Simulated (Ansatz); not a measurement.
`O[SiH](O)CF` + `O[SiH2]F` → `O[SiH](O)O[SiH2]F` + `CF`  (ligand exchange at the Si–C bond)

Calculated with Ansatz (gas phase, PBE0-D4/def2-TZVP geometries, no zero-point term in ΔE). CCSD(T)/CBS is the MP2 limit (def2-TZVPP, def2-QZVPP) plus CCSD(T) − MP2 in def2-TZVPP, frozen cores. This one scheme is used for every species. Functionals use def2-TZVPP. B3LYP here is the variant with VWN-RPA as its local correlation; programs differ in this. Each species was taken in one conformer, which may not be the lowest.

`O[SiH](O)CF`:

```xyz
10

O    -1.054   -1.182    0.810
Si    0.251   -0.201    0.658
O     0.090    1.084    1.656
C     0.325    0.332   -1.155
F     0.081   -0.795   -1.953
H    -1.286   -1.697    0.035
H     1.511   -0.862    1.065
H    -0.773    1.496    1.719
H     1.296    0.746   -1.444
H    -0.441    1.079   -1.392
```

`O[SiH2]F`:

Cartesian coordinates in Å:
```
O 1.048 -0.318 0.648
Si -0.360 0.159 -0.019
F -1.137 -1.081 -0.657
H 1.771 -0.576 0.075
H -1.179 0.699 1.081
H -0.143 1.118 -1.128
```

`O[SiH](O)O[SiH2]F`:

Cartesian coordinates in Å:
```
O -0.437 2.192 0.966
Si -0.678 0.598 0.738
O 0.077 -0.338 1.850
O -0.056 0.115 -0.683
Si 0.601 -1.078 -1.560
F 0.165 -0.862 -3.076
H 0.449 2.543 0.864
H -2.140 0.424 0.768
H -0.142 -0.205 2.773
H 2.075 -0.992 -1.510
H 0.086 -2.396 -1.131
```

`CF`:

Cartesian coordinates in Å:
```
C -0.005 0.048 -0.037
F 0.102 -1.039 0.800
H 0.860 0.699 0.111
H -0.923 0.591 0.199
H -0.035 -0.300 -1.072
```

(1) Is it downhill or uphill in electronic energy at CCSD(T)/CBS, and by how much? (Estimate.)

(2) What do these levels give: PBE-D4, B3LYP-D4, ωB97M-V, B3LYP, MP2/def2-TZVPP, HF/CBS(def2)? (Estimate.)

Largest T1 diagnostic among the species: 0.012.

Results:

(1) The calculation gave: Downhill: ΔE = -36.9 kcal/mol.

(2) The calculation gave: PBE-D4 -32.5, B3LYP-D4 -36.8, ωB97M-V -35.6, B3LYP -36.1, MP2/def2-TZVPP -37.6, HF/CBS(def2) -42.7 kcal/mol.

In def2-TZVPP, CCSD(T) changes the Hartree–Fock value by +5.0 kcal/mol (the triples alone add +0.7 kcal/mol) and MP2 by +4.4 kcal/mol. From PBE to PBE0 (25 % exact exchange), in def2-TZVPP and without D4, ΔE moves by −2.3 kcal/mol.
